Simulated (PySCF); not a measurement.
Isomers of C5H6O3, one GFN2-xTB conformer each. Single-point energies are computed at PBE0/pcSseg-1 (PySCF, gas phase, no added dispersion term), electronic only.

| SMILES | GFN2-xTB relative energy (kJ/mol) |
| --- | --- |
| O=C[C@@H]1CC(=O)CO1 | 47.6 |
| O=COC1=CCOC1 | 22.0 |
| C=C(OC)C(=O)C=O | 176.5 |
| CO[C@@H]1C=CC(=O)O1 | 0.0 |

Conformers: `[O:1]=[CH:2][C@@H:3]1[CH2:4][C:5](=[O:6])[CH2:7][O:8]1` with O1–C2–C3–C4 -34°, C2–C3–C4–C5 -100°, C3–C4–C5–O6 173°, C4–C5–C7–O8 -10°, C5–C7–O8–C3 25°; `[O:1]=[CH:2][O:3][C:4]1=[CH:5][CH2:6][O:7][CH2:8]1` with O1–C2–O3–C4 0°, C2–O3–C4–C5 1°; `[CH2:1]=[C:2]([O:3][CH3:4])[C:5](=[O:6])[CH:7]=[O:8]` with C1–C2–O3–C4 2°, C1–C2–C5–O6 9°, C2–C5–C7–O8 87°; `[CH3:1][O:2][C@@H:3]1[CH:4]=[CH:5][C:6](=[O:7])[O:8]1` with C1–O2–C3–C4 -178°.

Q: What does PBE0/pcSseg-1 give for the same structures?

A: 
```tsv
SMILES	PBE0/pcSseg-1 E (Eh)	PBE0/pcSseg-1 (kJ/mol)	GFN2-xTB (kJ/mol)	point group
CO[C@@H]1C=CC(=O)O1	-419.28317	0.0	0.0	C1
O=C[C@@H]1CC(=O)CO1	-419.27221	28.8	47.6	C1
O=COC1=CCOC1	-419.26355	51.5	22.0	Cs
C=C(OC)C(=O)C=O	-419.23174	135.0	176.5	C1
```

Both levels put the same isomer lowest; measured from each level's own lowest isomer, the values differ by up to 41.5 kJ/mol (C=C(OC)C(=O)C=O: 176.5 against 135.0). As drawn, the lowest has a C(=O)–O unit, which the highest lacks.

Q: Which frontier levels, dipoles and rotational constants go with these structures?

A: 
| SMILES | HOMO (eV, PBE0/pcSseg-1) | LUMO (eV) | dipole (D) | A, B, C (MHz) |
| --- | --- | --- | --- | --- |
| CO[C@@H]1C=CC(=O)O1 | -8.11 | -1.63 | 4.15 | 4564, 1578, 1246 |
| O=C[C@@H]1CC(=O)CO1 | -7.55 | -1.42 | 2.31 | 3682, 1640, 1338 |
| O=COC1=CCOC1 | -6.93 | -0.67 | 1.12 | 5489, 1397, 1130 |
| C=C(OC)C(=O)C=O | -7.21 | -2.11 | 4.44 | 2938, 1758, 1162 |
